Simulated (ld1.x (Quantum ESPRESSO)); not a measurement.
**How hard is this C PAW potential?**

ld1.x (Quantum ESPRESSO) 7.5 input, shortened:

```
&input
   title='C', zed=6., rel=0, dft='BLYP', iswitch=3,
   config='[He] 2s2 2p0 3d-2'
 /
 &inputp
   pseudotype=3, lpaw=.true., tm=.true., lloc=2,
   nlcc=.true.,
   which_augfun='PSQ', rmatch_augfun=0.55
 /
5
2S  1  0   2.00   0.00  0.65  0.90  0.0
2S  1  0   0.00  -2.30  0.65  0.90  0.0
2P  2  1   0.00   0.00  1.25  1.65  0.0
2P  2  1   0.00  -1.10  1.25  1.65  0.0
3D  3  2  -2.00   0.30  1.30  1.30  0.0
 &test
   configts(1)='2s2 2p0'
 /
```

The pseudo-atom Hamiltonian at the reference potential is diagonalised in spherical Bessel functions j_l(qr) that vanish at 20 bohr, with q² up to the cutoff. All-electron valence levels (Ry): 2s -2.9607, 2p -2.3387.

Problem. How do the lowest levels (Ry) of each channel move with the cutoff, and are there ghosts?

Solution.

```
cutoff (Ry)      s #1     s #2     p #1     p #2     d #1     d #2     f #1  Σ f·Δε (mRy)
          8   -3.0318  -0.9267  -1.9979  -0.6597  -0.6187  -0.2959  -0.2711         142.0
         15   -3.0355  -0.9327  -2.2899  -0.7345  -0.6259  -0.2989  -0.2712         149.6
         25   -3.0462  -0.9543  -2.3374  -0.7513  -0.6279  -0.2997  -0.2712         170.8
         35   -5.3512  -2.9135  -2.3385  -0.7524  -0.6284  -0.2999  -0.2712          94.6
         50  -11.3533  -2.9600  -2.3387  -0.7525  -0.6285  -0.3000  -0.2712           1.6
         70  -12.8606  -2.9605  -2.3387  -0.7525  -0.6286  -0.3000  -0.2712           0.5
        400  -13.1250  -2.9607  -2.3388  -0.7525  -0.6286  -0.3000  -0.2712           0.0
```

Result: ghost state, extra bound levels that the all-electron valence spectrum of the same l lacks: s at -178.6 eV (a true bound ghost makes a file unfit for plane-wave use); 10 mRy is reached at 45 Ry and 1 mRy at 55 Ry.
